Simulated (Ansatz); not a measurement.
Reaction (homolysis of the H–In bond): `[NH2][InH][Br]` → H• + `[NH2][In][Br]`•

Isolated molecules relaxed with PBE0-D4/def2-TZVP in Ansatz; ΔE leaves out vibrations. CCSD(T)/CBS is the MP2 limit (def2-TZVPP, def2-QZVPP) plus CCSD(T) − MP2 in def2-TZVPP, frozen cores. This one scheme is used for every species, atoms too. No spin–orbit coupling; open shells (•) take unrestricted orbitals. Elements past krypton have def2 core potentials. For Br, In outer-core shells are correlated without core-valence functions, so the limit isn't a true one: a few kJ/mol of doubt a bond, and 10 to 20 or more in all where bonds break to atoms. Scalar relativity is left out up to krypton. One conformer a species, not always the lowest.

```json
{"level": "SCS-MP2/def2-TZVPP", "ΔE (eV)": "3.17"}
{"level": "SCS-MP2/def2-QZVPP", "ΔE (eV)": "3.23"}
```

Question: What does CCSD(T)/CBS give? (Best estimate.)

Answer: The calculation gave: +3.23 eV. The listed levels differ from it by -0.06, 0.00 eV.

Largest T1 diagnostic among the species: 0.016.

From PBE to PBE0 (25 % exact exchange), in def2-TZVPP and without D4, ΔE moves by +0.12 eV. Leaving LDA and LC-ωPBE aside and taking each functional with its dispersion term where it has one, the values, not all of them listed here, spread over 0.44 eV, from revPBE-D4 to ωB97X-V. LDA lies +0.49 eV from PBE without D4, its usual overbinding.
